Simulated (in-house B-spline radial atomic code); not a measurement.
PBE0 excitations of B IV (B3+)

Method: PBE0. Computed with a B-spline radial code for spherical atoms: linear response of the closed shell 1s2 with the functional's adiabatic kernel; non-relativistic, point nucleus, no spin-orbit coupling, no double excitations, S, P, D and F terms only.

Command:
```bash
python run_td.py task.json out
```
Settings (radii: box in bohr, nucleus in fm):
```
Z                        5
electrons                2
configuration            1s2
hamiltonian              nr
method                   pbe0
box_radius               23.08
intervals                47
```

Run time, properties included: 1 thread of Intel(R) Xeon(R) Platinum 8488C (Sapphire Rapids), on a shared host.

The lowest states, in the order of their Tamm-Dancoff energies; the method's threshold (minus the highest occupied level) is 238.60 eV. Labels give the largest channel, * marks a mixed state, and oscillator strengths are full-response dipole values. Semilocal kernels can invert the small singlet-triplet splittings of Rydberg terms. Energies in eV:

```csv
state,full response,Tamm-Dancoff,oscillator strength
1s → 2s 3S,190.87,190.89,-
1s → 2s 1S,194.87,194.95,-
1s → 2p 3P,195.63,195.65,-
1s → 2p 1P,198.07,198.09,0.523
1s → 3s 3S,219.73,219.74,-
1s → 3s 1S,220.65,220.67,-
1s → 3p 3P,221.07,221.07,-
1s → 3p 1P,221.65,221.66,0.107
1s → 3d 3D,222.18,222.18,-
1s → 3d 1D,222.20,222.20,-
1s → 4s 3S,?,?,-
1s → 4s 1S,228.81,228.82,-
1s → 4p 3P,?,?,-
1s → 4p 1P,229.23,229.23,0.0408
1s → 4d 3D,229.41,229.41,-
1s → 4d 1D,229.42,229.42,-
```

Where does 1s → 4s 3S lie?

At 228.46 eV in full response, 228.46 eV in Tamm-Dancoff.

Where does 1s → 4p 3P lie?

At 229.00 eV in full response, 229.00 eV in Tamm-Dancoff.

How large is the singlet-triplet splitting of 1s → 2s (S terms) in Tamm-Dancoff?

4.06 eV, from the unrounded values.

What polarisabilities and dispersion coefficient does the method give?

Dipole 0.02023 bohr³, quadrupole 0.003684 bohr⁵, C6 0.002703 hartree·bohr⁶ for two such species.
